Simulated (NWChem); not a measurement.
## What each level costs for H$_{3}$ClSi

SMILES: [SiH3]Cl
```xyz
5

Si     0.9965     0.0279     0.0000
Cl    -1.0818    -0.0303     0.0000
H      1.4600     0.7444     1.2180
H      1.4600     0.7444    -1.2180
H      1.5191    -1.3644     0.0000
```
Charge 0, spin multiplicity 1.

The numbers come from NWChem runs, not from measurements. The geometry was optimised at B3LYP/def2-SVP, a minimum by its harmonic frequencies.

Basis set: cc-pVTZ (110 functions). Each entry is one whole single-point run; the coupled-cluster runs use the TCE module, and the SCF and DFT modules converge to different thresholds.

The correlated methods keep 10 core orbitals frozen. B3LYP has NWChem's definition, with VWN1-RPA local correlation. GW and range-separated runs recompute their integrals, the others keep them in memory, which bears on the times. The structure started from a generated list of species.

Task: Roughly how much processor time does each of these take, relative to RHF: MP2, RI-MP2, B2PLYP, PBE, B3LYP, CAM-B3LYP, CR-CCSD(T)?

Result: RI-MP2 about the same, within a factor of 3; PBE about the same, within a factor of 3; B3LYP about the same, within a factor of 3; MP2 about the same, within a factor of 3; B2PLYP about the same, within a factor of 3; CAM-B3LYP about 8; CR-CCSD(T) about 10 (rough ratios from shared machines).
